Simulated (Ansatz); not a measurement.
Energy needed to pull apart C₂H₂OSi (SMILES C=[Si]=C=O), closed shell, into free ground-state atoms, from the structure below (displaced at random from a GFN2-xTB minimum); no zero-point or spin–orbit terms; open-shell atoms are treated unrestricted, in their ground-state multiplicity.

C1  (-0.669, 1.095, -0.273)
Si2  (0.192, -0.364, -0.740)
C3  (0.899, -1.440, 0.584)
O4  (1.474, -2.445, 0.624)
H5  (-1.103, 1.793, -0.974)
H6  (-0.776, 1.397, 0.767)
(Å)

Program: Ansatz 0.2.0. Basis: def2-TZVPP. Cores are frozen in the correlated methods. B3LYP uses VWN-RPA correlation.

```
    method  atomization energy (kcal/mol)
    PBE-D4                              ?
 r2SCAN-D4                              ?
   PBE0-D4                          576.1
  B3LYP-D4                          575.1
r2SCANh-D4                          571.6
   wB97M-V                          572.4
        HF                          369.2
       MP2                          574.1
      CCSD                          535.8
   CCSD(T)                          555.6
```

Task: What does PBE-D4 give? (Judge from chemistry; the value comes from the calculation.)

Result: The calculation gives: 605.4 kcal/mol, which is about 49.8 kcal/mol more than CCSD(T)/def2-TZVPP.

Task: What does r2SCAN-D4 give? (Judge from chemistry; the value comes from the calculation.)

Result: The calculation gives: 581.6 kcal/mol, which is about 26.0 kcal/mol more than CCSD(T)/def2-TZVPP.

In triple zeta the MP2 and coupled-cluster atomization energies are still short of their basis limit by a few kcal/mol a bond, whereas those of the functionals are nearly converged, so these differences are not deviations from converged CCSD(T).

T1 diagnostic: at most 0.023. The restricted Hartree–Fock reference is unstable towards an unrestricted one here.

For scale, one of the runs: CCSD(T)/def2-TZVPP forces, 163 basis functions (an equivalent command: `ansatz run in.yaml --threads 4`). The run took 75 s on 4 CPU threads (shared host), with 2.4 GiB of host memory at its peak.
